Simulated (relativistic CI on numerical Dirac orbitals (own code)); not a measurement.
## Hyperfine structure of Fe VII, mass number 57

Calculated at this level of theory: Dirac-Coulomb-Breit CI, separate exchange-only KLI orbitals for each configuration, a model potential for QED, unscaled Slater integrals (own radial code, finite nucleus).

CI space (outside the closed core [Ne]): 3s2.3p6.3d2, 3s2.3p5.3d3, 3s2.3p6.3d.4s, 3s2.3p6.3d.4p, 3s.3p6.3d3, 3s2.3p6.3d.4d, 3s2.3p6.3d.5s, 3s2.3p6.3d.4f, 3s2.3p6.3d.5p, 3s2.3p6.3d.5d, 3s2.3p6.4s2, 3s2.3p6.3d.5f, 3s2.3p6.3d.5g, 3s2.3p5.3d2.4s, 3p6.3d4, 3p5.3d5. Double excitations out of closed p, d and f shells are left out; levels of such configurations are missing from the list, as are those of other unlisted configurations, and high levels can miss mixing partners. These lack a partner that the ground configuration has and come out too high: 3s2.3p5.3d2.4s.

Nuclear spin I = 1/2, μ = 0.09064 μN (tables of Stone and Pyykkö). The electronic factors are computed for point nuclear moments, without core polarisation or the Bohr-Weisskopf and QED corrections.

```
             Level  E (cm⁻¹)  A (MHz)
  3s2.3p6.3d2 3F_2         0    195.4
  3s2.3p6.3d2 3F_3      1012    127.2
  3s2.3p6.3d2 3F_4      2258    96.85
  3s2.3p6.3d2 1D_2     19708    132.2
  3s2.3p6.3d2 3P_1     22713    9.063
  3s2.3p6.3d2 3P_2     23525    85.71
  3s2.3p6.3d2 1G_4     31662    130.8
3s2.3p6.3d.4s 3D_1    347969   -382.8
```

Levels with J = 0, under 50 % of one LS term, or S terms without an open s electron are left out. Small factors come from cancelling terms and can be off by tens of per cent or more.

At this charge configurations can still be misplaced by up to about 7 % of their energy. Terms inside the open d or f shell come out 10 to 20 % too wide with unscaled integrals. 37 of the 62 excited levels that our extract of the measured tables holds in this range could be paired (the sources list more); they are missed by 5872 cm⁻¹ on average and 133213 at most, and levels without a partner can miss by more.

Task: Give the hyperfine levels of 3s2.3p6.3d2 3F_2 relative to its centre of gravity.

Result: With K = F(F + 1) − I(I + 1) − J(J + 1), E = AK/2: F = 3/2: -293, F = 5/2: 195.4 MHz.

LS names give the leading component of a level, which can be under half, so a name can repeat, a term be missing and a line seem to break the LS rules.
